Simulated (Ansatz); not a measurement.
Coupled-cluster run, C2H4AlFS.

```yaml
crystal:
  periodic: [false, false, false]
  atoms:
    - {symbol: F, position_ang: [-1.297022, -0.633275, 1.709633]}
    - {symbol: C, position_ang: [-0.906197, 0.523293, 1.078817]}
    - {symbol: C, position_ang: [0.010873, 0.260830, -0.034582]}
    - {symbol: Al, position_ang: [1.058622, -0.924660, -1.201534]}
    - {symbol: S, position_ang: [0.662268, 1.430053, -0.988462]}
    - {symbol: H, position_ang: [-1.802781, 1.038067, 0.710218]}
    - {symbol: H, position_ang: [-0.421129, 1.174827, 1.816954]}
    - {symbol: H, position_ang: [0.297005, -1.562564, -2.430696]}
    - {symbol: H, position_ang: [2.486861, -1.352871, -0.677550]}
basis:
  gaussian: {orbitals: def2-TZVPP}
correlation: {method: ccsd_t}
```

```sh
$ ansatz run in.yaml --threads 4 --pin off --events-out ev --progress --plain --max-ram 10444MiB
```

Output of Ansatz, abridged:

```
Functional definition: HF
1395 factors; integrals over basis functions are off by at most 1.0e-3 eV
mean field evaluation 1: about -22229.5199 eV, gradient 2.6e1 eV
mean field evaluation 2: about -22229.8017 eV, gradient 2.6e1 eV
mean field evaluation 4: about -22231.9057 eV, gradient 4.1e0 eV
mean field evaluation 8: about -22231.9659 eV, gradient 2.8e-1 eV
mean field -22231.96659441 eV, -817.0097029762 hartree, gradient 8.1e-6 eV, S^2 0.000000; 0 other end points of the search recorded, 0 dependent functions left out
13 core orbitals not correlated: weight in the atoms' cores, before any rotation towards them, 1.000 or more for the frozen orbitals, at most 0.000 for the correlated occupied ones
reference -22231.96659441 eV, -817.0097029762 hartree; 14, 14 occupied and 206, 206 virtual orbitals, 1395 factors
second order -22.29055945 eV of doubles, -0.00000000 eV of singles
cycle   1  -22.64661504 eV  change   -3.6e-1 eV  update   1.2e-1
cycle   2  -23.27363632 eV  change   -6.3e-1 eV  update   3.9e-2
cycle   3  -23.43810133 eV  change   -1.6e-1 eV  update   2.4e-2
cycle   4  -23.42006689 eV  change    1.8e-2 eV  update   8.0e-3
cycle   5  -23.41750924 eV  change    2.6e-3 eV  update   4.2e-3
cycle   6  -23.41942322 eV  change   -1.9e-3 eV  update   1.3e-3
cycle   7  -23.41906566 eV  change    3.6e-4 eV  update   5.7e-4
cycle   8  -23.41897718 eV  change    8.8e-5 eV  update   2.4e-4
cycle   9  -23.41916991 eV  change   -1.9e-4 eV  update   9.1e-5
cycle  10  -23.41917488 eV  change   -5.0e-6 eV  update   4.3e-5
cycle  11  -23.41915488 eV  change    2.0e-5 eV  update   1.6e-5
perturbative correction -1.01596863 eV, -0.0373361585 hartree
Total energy: -22256.40171792 eV, -817.9076772026 hartree
```

Run time 91 s (4 threads of an Arm Neoverse V1 on a shared host); peak host memory 4 GiB.

Correlation energy per correlated electron: -0.873 eV. T1 diagnostic: 0.0174.
